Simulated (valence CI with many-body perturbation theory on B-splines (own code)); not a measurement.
## Sensitivity of CI+MBPT for Ba⁴²⁺

Calculated by valence CI with perturbative core correlation (CI+MBPT): four valence electrons over a frozen Dirac-Fock core [Ne], a basis of 6 s, 6 p, 5 d, 3 f, 1 g functions for each j, with the one-electron correlation potential Σ1 (screened to all orders), the two-electron term Σ2, the three-electron term Σ3, Breit, model QED; selected single and double excitations, second order for the rest, scaled by the run's own slope (own B-spline code, finite nucleus).

The last digits are not significant, and no measured levels were compared; by estimate large intervals hold to a few tenths of a per cent, small ones and those within an open d or f shell to about a per cent.

The reference run has the lowest level (3s^2 3p1/2^2) J=0 and an ionisation energy of 3267.57 eV. Its largest variational space holds 9998 state functions.

Levels are named by their leading jj configuration (3d3/2^4 stands for four electrons in 3d with j = 3/2), which in mixed levels can hold well under half, so a name can repeat and another be missing. Letters in brackets count levels of one name in rising energy.

```
                     Level  Reference (cm⁻¹)  Shift (cm⁻¹)
    (3s^2 3p1/2 3p3/2) J=1            713941        +11018
    (3s^2 3p1/2 3p3/2) J=2            768177        +12630
        (3s^2 3p3/2^2) J=2           1521290        +22707
    (3s 3p1/2^2 3p3/2) J=2           1585220         +1633
        (3s^2 3p3/2^2) J=0           1639020        +21065
    (3s 3p1/2^2 3p3/2) J=1           1752430         +2103
    (3s^2 3p1/2 3d3/2) J=2           1957590        +16502
    (3s^2 3p1/2 3d5/2) J=2           2162160        +16813
    (3s^2 3p1/2 3d3/2) J=1           2185790        +13340
    (3s^2 3p1/2 3d5/2) J=3           2206660        +22077
(3s 3p1/2 3p3/2^2) J=2 [a]           2356000        +15576
    (3s 3p1/2 3p3/2^2) J=3           2400400        +16628
```

The ionisation energy moves by +3.55 eV.

(1) Which of these changes was made?
A. Breit term on → off
B. highest l with Σ1, explicit Σ2 and valence Breit (higher l get mean screening factors) 3 → 1
C. natural orbitals for correlation on → off; highest l with Σ1, explicit Σ2 and valence Breit (higher l get mean screening factors) 3 → 1
D. Davidson tolerance 2e-05 → 0.03

Answers

(1) A. Breit term on → off.
